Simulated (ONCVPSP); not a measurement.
# tungsten (W): variants of one ONCV potential

Base potential:

tungsten, optimised norm-conserving Vanderbilt (ONCV), made with ONCVPSP 4.0.1 (PBE, scalar-relativistic). Core [Kr] 4d10 4f14, reference 5s2 5p6 5d4 6s2. Waves: 5s+6s: rc 1.80 bohr, ncon 4, nbas 8, qcut 7.4 1/bohr, 2 projectors; 5p: rc 1.75 bohr, ncon 3, nbas 6, qcut 8.1 1/bohr, 2 projectors, debl 3.8 Ha; 5d: rc 2.80 bohr, ncon 4, nbas 9, qcut 4.8 1/bohr, 2 projectors, debl 3 Ha. Local part: polynomial inside 1.20 bohr (lpopt 5, dvloc0 2 Ha). Core correction: Teter function, fcfact 2, rcfact 1.8.

Cutoffs, loose and tight: the cutoffs (Ha) at which the residual kinetic energy of the hardest occupied pseudo-wave falls to 1 and 0.1 mHa per electron. They do not see the model core or the augmentation charge, which bear on the density cutoff. Test errors are all-electron minus pseudo excitation energies from the reference, over the configurations 5s2 5p6 5d4 6s1; 5s2 5p6 5d4 6s0; 5s2 5p6 5d3 6s0; 5s2 5p6 5d5 6s1. A dash means not determined; rows that change the core or the reference have their own tests.

A true bound ghost makes a file unfit for plane-wave use even where its test errors are small: the radial tests pick states by their node count and pass the ghost by.

| change | outcome | cutoff, loose | cutoff, tight | bound ghosts | GHOST(+) flags above zero | largest test error (meV) |
| --- | --- | --- | --- | --- | --- | --- |
| base | generated | 20 Ha | 25 Ha | none | s | -87 |
| all radii but the core radius scaled by about 0.78 (s 1.40, p 1.36, d 2.18 bohr); local potential polynomial inside 0.94 bohr (lpopt 5, dvloc0 2 Ha) | generated | 27 Ha | 44 Ha | s | p, d | -73 |
| all radii but the core radius scaled by about 0.85 (s 1.54, p 1.50, d 2.38 bohr); local potential polynomial inside 1.02 bohr (lpopt 5, dvloc0 2 Ha) | generated | 24 Ha | 29 Ha | none | s, p, d | -79 |
| all radii but the core radius scaled by about 0.88 (s 1.58, p 1.54, d 2.48 bohr); local potential polynomial inside 1.06 bohr (lpopt 5, dvloc0 2 Ha) | generated | 23 Ha | 28 Ha | none | s, p, d | -80 |
| all radii but the core radius scaled by about 0.96 (s 1.72, p 1.68, d 2.68 bohr); local potential polynomial inside 1.14 bohr (lpopt 5, dvloc0 2 Ha) | generated | 21 Ha | 26 Ha | none | s | -84 |
| all radii but the core radius scaled by about 1.09 (s 1.96, p 1.90, d 3.04 bohr); local potential polynomial inside 1.30 bohr (lpopt 5, dvloc0 2 Ha) | generated | 17 Ha | 23 Ha | none | s | -87 |
| all radii but the core radius scaled by about 1.12 (s 2.02, p 1.96, d 3.14 bohr); local potential polynomial inside 1.34 bohr (lpopt 5, dvloc0 2 Ha) | generated | 15 Ha | 20 Ha | none | none | -88 |
| all radii but the core radius scaled by about 1.21 (s 2.18, p 2.12, d 3.40 bohr); local potential polynomial inside 1.46 bohr (lpopt 5, dvloc0 2 Ha) | generated | 13 Ha | 18 Ha | none | none | -86 |
| all radii but the core radius scaled by about 1.26 (s 2.28, p 2.20, d 3.54 bohr); local potential polynomial inside 1.52 bohr (lpopt 5, dvloc0 2 Ha) | generated | 13 Ha | 17 Ha | none | d | -90 |
| all radii but the core radius scaled by about 1.31 (s 2.36, p 2.30, d 3.68 bohr); local potential polynomial inside 1.58 bohr (lpopt 5, dvloc0 2 Ha) | generated | 12 Ha | 16 Ha | none | d | -101 |

Reading the sweep of the scale of all radii but the core radius (base = 1) (base included, trends over the rows without a ghost): The loose cutoff falls from 24 Ha at 0.85 to 12 Ha at 1.31. A larger radius leaves more room for a smooth pseudo-wave, so fewer plane waves are needed; a smaller one forces it to follow the all-electron wave where it bends sharply. The median size of the test errors (rows with all tests solved) rises from 18.6 meV at 0.85 to 62.7 meV at 1.31. More of the atom is replaced by a form fitted at one configuration, so other configurations suffer as the radius grows. Bound ghosts are found at 0.78.
